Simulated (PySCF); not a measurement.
## Working out the ionisation energy of As

As [Ar] 3d10 4s2 4p3 (4S) → As⁺ [Ar] 3d10 4s2 4p2 (3P). All numbers are calculated (PySCF 2.14, the spin-free X2C one-electron Hamiltonian (Gaussian nucleus), in cc-pVTZ-DK (6s5p3d1f, 43 functions)). Frozen: [Ar] 3d10. Energies in hartree (1 hartree = 27.21139 eV):

```tsv
part	As (lower)	As⁺ (upper)
UHF	-2259.014353	-2258.668413
CCSD correlation	-0.084949	-0.068808
(T)	-0.002751	-0.001604
```

Task: What does Hartree-Fock give?

Result: (-2258.668413) − (-2259.014353) = 0.345940 hartree = 9.414 eV.

Task: What do CCSD and CCSD(T) give?

Result: The CCSD correlation energies differ by 0.016141 hartree = 0.439 eV and the triples by 0.001147 hartree = 0.031 eV, so CCSD gives 9.853 eV and CCSD(T) 9.884 eV.

Measured between the centres of the two terms (NIST): 10.008 eV, so CCSD(T) (valence) is off by -0.124 eV.

What remains against the reference includes basis incompleteness, the frozen core and higher excitations.
